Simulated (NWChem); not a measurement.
System: SiH3TeOCl; SMILES [SiH3]O[Te]Cl

Excerpt of the output:

```
             Northwest Computational Chemistry Package (NWChem) 7.3.0
             --------------------------------------------------------

 C1  symmetry detected

                             Geometry "geometry" -> ""
                             -------------------------

 Output coordinates in angstroms (scale by  1.889725989 to convert to a.u.)

  No.       Tag          Charge          X              Y              Z
 ---- ---------------- ---------- -------------- -------------- --------------
    1 Te                  52.0000    -0.65305689     0.52441312    -0.04857285
    2 Cl                  17.0000     1.52234972     1.52171373     0.04151879
    3 O                    8.0000    -0.24742814    -1.28100549     0.74135302
    4 Si                  14.0000     0.55160489    -2.46060765    -0.19789879
    5 H                    1.0000    -0.24263306    -2.79704142    -1.43147047
    6 H                    1.0000     0.66077906    -3.66236719     0.69363167
    7 H                    1.0000     1.91782388    -1.98265582    -0.60243337

 Effective nuclear repulsion energy (a.u.)     558.6454464641

                                Z-matrix (autoz)
                                --------

 Units are Angstrom for bonds and degrees for angles

[...]

      ----------------------
      Optimization converged
      ----------------------

  Step       Energy      Delta E   Gmax     Grms     Xrms     Xmax
  ---- ---------------- -------- -------- -------- -------- --------
@   11   -7362.93030470 -3.1D-08  0.00002  0.00001  0.00061  0.00137
                                     ok       ok       ok       ok

                                Z-matrix (autoz)
                                --------

 Units are Angstrom for bonds and degrees for angles

[...]

 Rotational Constants
 --------------------
 A=   0.104149 cm-1  (  0.149844 K)
 B=   0.050857 cm-1  (  0.073170 K)
 C=   0.036239 cm-1  (  0.052138 K)

 Temperature                      =   298.15K
 frequency scaling parameter      =   1.0000

 Zero-Point correction to Energy  =   23.757 kcal/mol  (  0.037860 au)
 Thermal correction to Energy     =   27.577 kcal/mol  (  0.043947 au)
 Thermal correction to Enthalpy   =   28.170 kcal/mol  (  0.044891 au)

 Total Entropy                    =   84.001 cal/mol-K
   - Translational                =   41.937 cal/mol-K (mol. weight = 211.8709)
   - Rotational                   =   28.508 cal/mol-K (symmetry #  =        1)
   - Vibrational                  =   13.556 cal/mol-K

 Cv (constant volume heat capacity) =   18.146 cal/mol-K
   - Translational                  =    2.979 cal/mol-K
   - Rotational                     =    2.979 cal/mol-K
   - Vibrational                    =   12.187 cal/mol-K

[normal modes left out]

 ----------------------------------------------------------------------------
 Normal Eigenvalue ||           Projected Infra Red Intensities
  Mode   [cm**-1]  || [atomic units] [(debye/angs)**2] [(KM/mol)] [arbitrary]
 ------ ---------- || -------------- ----------------- ---------- -----------
    1       -0.000 ||    0.000613           0.014         0.598       0.134
    2       -0.000 ||    0.000097           0.002         0.094       0.021
    3       -0.000 ||    0.000162           0.004         0.158       0.035
    4        0.000 ||    0.000003           0.000         0.003       0.001
    5        0.000 ||    0.001238           0.029         1.207       0.271
    6        0.000 ||    0.000429           0.010         0.419       0.094
    7       52.098 ||    0.001404           0.032         1.368       0.307
    8      130.173 ||    0.001089           0.025         1.062       0.238
    9      210.157 ||    0.001766           0.041         1.722       0.386
   10      229.690 ||    0.006014           0.139         5.863       1.316
   11      444.504 ||    0.012921           0.298        12.596       2.827
   12      525.639 ||    0.010620           0.245        10.353       2.324
   13      840.312 ||    0.083237           1.920        81.143      18.212
   14      860.776 ||    0.052278           1.206        50.964      11.438
   15     1015.587 ||    0.038638           0.891        37.666       8.454
   16     1190.459 ||    0.494123          11.400       481.696     108.114
   17     1205.765 ||    0.103730           2.393       101.121      22.696
   18     1225.066 ||    0.101144           2.333        98.600      22.130
   19     2863.369 ||    0.016014           0.369        15.611       3.504
   20     2911.656 ||    0.020417           0.471        19.903       4.467
   21     2921.223 ||    0.013843           0.319        13.495       3.029
 ----------------------------------------------------------------------------
```

Level: Hartree-Fock/STO-3G, non-relativistic. 

**Question.** Which NWChem input produces such a log?

**Answer.** Several could match; the one computed here: the input that was run:
```
start job
memory heap 200 mb stack 900 mb global 1100 mb
geometry units angstroms
  Te    -0.601615     0.592171    -0.097741
  Cl     1.646943     1.415884    -0.073190
  O     -0.330319    -1.202518     0.770328
  Si     0.360741    -2.483082    -0.121132
  H     -0.473259    -2.810206    -1.330733
  H      0.385661    -3.648443     0.823476
  H      1.755288    -2.134245    -0.559529
end
basis spherical
  * library sto-3g
end
dft
  xc hfexch
  iterations 150
end
driver
  maxiter 120
end
task dft optimize
task dft freq
```
